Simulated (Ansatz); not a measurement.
Z-matrix (Å, degrees):
```
C
N 1 1.3619
C 2 1.3133 1 118.38
H 3 1.0970 2 116.76 1 180.00
C 1 1.4193 2 119.16 3 -179.99
H 5 1.0912 1 117.23 2 0.00
C 5 1.3945 6 121.03 1 -180.00
C 3 1.4220 4 119.27 2 179.99
C 8 1.3766 3 118.99 4 -180.00
H 9 1.0911 8 121.88 3 -180.00
H 8 1.0919 9 121.23 10 0.00
C 9 1.4174 10 119.60 8 180.00
C 12 1.4207 9 123.50 10 0.00
F 13 1.3433 12 117.46 9 0.00
C 13 1.3695 14 120.41 12 -180.00
H 15 1.0916 13 119.19 14 0.00
B 7 1.5428 5 120.29 6 0.00
H 17 1.2061 7 119.89 5 0.01
H 17 1.2070 18 119.70 7 -180.00
```
Charge 0, spin multiplicity 1.

Computed with frozen-core CCSD(T)/cc-pVDZ // B3LYP-D3(BJ)/def2-SVP run with Ansatz (a quantum-chemistry and plane-wave program). The restricted HF reference is unstable towards unrestricted orbitals.

```json
{
  "HF energy": "-523.49079 Ha",
  "MP2 correlation energy": "-1.57751 Ha"
}
```

Estimate the CCSD correlation energy, the (T) correction, the total energy and the T1 diagnostic.


```json
{
  "CCSD correlation energy": "-1.62882 Ha",
  "(T) correction": "-0.07227 Ha",
  "CCSD(T) total energy": "-525.19189 Ha",
  "T1 diagnostic": "0.012"
}
```
